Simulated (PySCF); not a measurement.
Species: C6H11N.
SMILES with atom numbers: `[CH2:1]=[CH:2][CH2:3][N:4]1[CH2:5][CH2:6][CH2:7]1` (hydrogens: H8, H9 on C1; H10 on C2; H11, H12 on C3; H13, H14 on C5; H15, H16 on C6; H17, H18 on C7)

The calculation used TDDFT PBE0/def2-SVPD, vertical, gas phase, core orbitals frozen in the response (PySCF). Isolated species at its GFN2-xTB geometry (one conformer only). Torsions of this conformer, `[CH2:1]=[CH:2][CH2:3][N:4]1[CH2:5][CH2:6][CH2:7]1`: C1–C2–C3–N4 128°, C2–C3–N4–C5 180°.

```json
{"state": "S1", "E (eV)": "5.32", "E (kJ/mol)": "514", "λ (nm)": "232.9", "f": "0.0056", "|μ| (D)": "0.53", "main configurations (H = HOMO, L = LUMO)": "H→L (99%)"}
{"state": "S2", "E (eV)": "6.04", "E (kJ/mol)": "583", "λ (nm)": "205.3", "f": "0.023", "|μ| (D)": "0.99", "main configurations (H = HOMO, L = LUMO)": "H→L+1 (96%)"}
{"state": "S3", "E (eV)": "6.48", "E (kJ/mol)": "625", "λ (nm)": "191.3", "f": "0.0042", "|μ| (D)": "0.42", "main configurations (H = HOMO, L = LUMO)": "H→L+2 (84%), H→L+3 (10%)"}
{"state": "S4", "E (eV)": "6.59", "E (kJ/mol)": "635", "λ (nm)": "188.3", "f": "0.0020", "|μ| (D)": "0.28", "main configurations (H = HOMO, L = LUMO)": "H→L+3 (87%), H→L+2 (9%)"}
{"state": "S5", "E (eV)": "6.77", "E (kJ/mol)": "653", "λ (nm)": "183.2", "f": "0.050", "|μ| (D)": "1.39", "main configurations (H = HOMO, L = LUMO)": "H→L+4 (93%)"}
{"state": "S6", "E (eV)": "7.20", "E (kJ/mol)": "695", "λ (nm)": "172.2", "f": "0.0064", "|μ| (D)": "0.48", "main configurations (H = HOMO, L = LUMO)": "H→L+5 (84%)"}
```

Triplets (Tamm–Dancoff): T1 4.46 eV, H-1→L (86%); T2 5.24 eV, H→L (91%).

The lowest singlet lies at 5.32 eV (233 nm, ultraviolet) and is weak; its leading configuration is HOMO→LUMO (99%). The strongest level in the table is S5 at 6.77 eV (183 nm, f = 0.050). Löwdin shares by element: HOMO nitrogen 55%, carbon 24% or more (atoms not listed hold the other 21%); LUMO carbon 66% or more, hydrogen 13% or more (atoms not listed hold the other 21%). The oscillator strengths of these states sum to 0.090; summed over the whole spectrum of an exact calculation they would give the number of electrons, 54 (Thomas–Reiche–Kuhn). Weighted by f, the mean energy of these states is 6.51 eV. The listed states span 1.87 eV, and the widest gap between neighbours is 0.72 eV (S1 to S2). No computed singlet lies in the visible range (380 to 750 nm); the lowest, at 233 nm, stands 2.06 eV above its violet end (3.26 eV). Only the lowest 6 singlets were computed, as vertical energies without vibronic structure.

Hardware: one thread of an Arm Neoverse N1, shared host with 64 logical CPUs at a one-minute load of 48. Cost: 59 s wall, 0.92 GiB resident at most.
